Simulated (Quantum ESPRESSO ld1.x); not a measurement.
Species: Sr. Configuration: [Kr] 5s2.

All-electron calculation, scalar-relativistic Kohn-Sham, LDA (Slater exchange, Perdew-Zunger correlation), spin-polarised, spherical densities, point nucleus. Program: ld1.x of Quantum ESPRESSO 7.5.

Energy parts (eV):
part                      energy
total                  -86418.31
kinetic                 88592.68
electron-nucleus      -208226.96
Hartree                 35969.60
exchange-correlation    -2753.63

Orbitals (lengths in bohr, moments of r in powers of bohr; <r^-3> diverges for s and p1/2):
orbital	occ.	eigenvalue (eV)	<r^2>	<r^-3>	<r>	<1/r>
1s	2	-15912.9	0.002071	-	0.03921	38.95
2s	2	-2155.16	0.03516	-	0.1727	8.691
2p	6	-1916.64	0.02769	1800	0.1505	8.492
3s	2	-332.702	0.2792	-	0.4931	2.913
3p	6	-255.745	0.2911	279.1	0.4992	2.761
3d	10	-128.230	0.3033	35.28	0.4986	2.507
4s	2	-40.9107	2.093	-	1.356	0.9942
4p	6	-22.8544	2.846	31.50	1.569	0.8495
4d	0	-1.4052	15.46	0.9553	3.457	0.4072
5s	2	-3.6456	20.82	-	4.271	0.2984
5p	0	-1.3204	39.27	1.817	5.840	0.2160

The highest occupied level is 5s at -3.646 eV. For comparison, the ionisation energy in NIST's Atomic Spectra Database is 5.695 eV (measured). In exact Kohn-Sham theory the highest level is minus the ionisation energy, but local and semilocal functionals leave it too shallow, through self-interaction and a potential that decays too fast; potentials with the right tail come closer. The density falls to 0.001 e/bohr^3 at r = 5.23 bohr. Summed over all electrons, <r^2> = 68.47 bohr^2, which gives a Langevin (diamagnetic) susceptibility term of -54.2 x 10^-6 cm^3/mol.
